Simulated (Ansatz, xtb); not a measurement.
Molecule: InCl, charge 0, multiplicity 1. SMILES: [Cl][In]
Structure (B3LYP-D3(BJ)/def2-TZVP (Ansatz, an electronic-structure program) minimum search):
```
In
Cl 1 2.4410
```
Charge 0, spin multiplicity 1.

Harmonic wavenumbers from GFN2-xTB (xtb, at its own minimum), cm⁻¹: 273.

**Question.** Give the harmonic wavenumbers at B3LYP-D3(BJ)/def2-TZVP (Ansatz, finite differences of forces, unscaled).

**Answer.** 301 cm⁻¹. Zero-point energy 0.4 kcal/mol.

**Question.** From these and the geometry, give the ideal-gas thermochemistry at 298.15 K and 1 atm (rigid rotor, harmonic oscillator).

**Answer.** Point group C∞v, rotational symmetry number 1. Rotational constants 3.131, 3.131 GHz. S(trans) 40.93, S(rot) 17.08, S(vib) 1.41, S(elec, spin only) 0.00, S 59.4 cal/(mol K). H(298) - H(0) 2.34 kcal/mol; G - E(el) -14.9 kcal/mol.
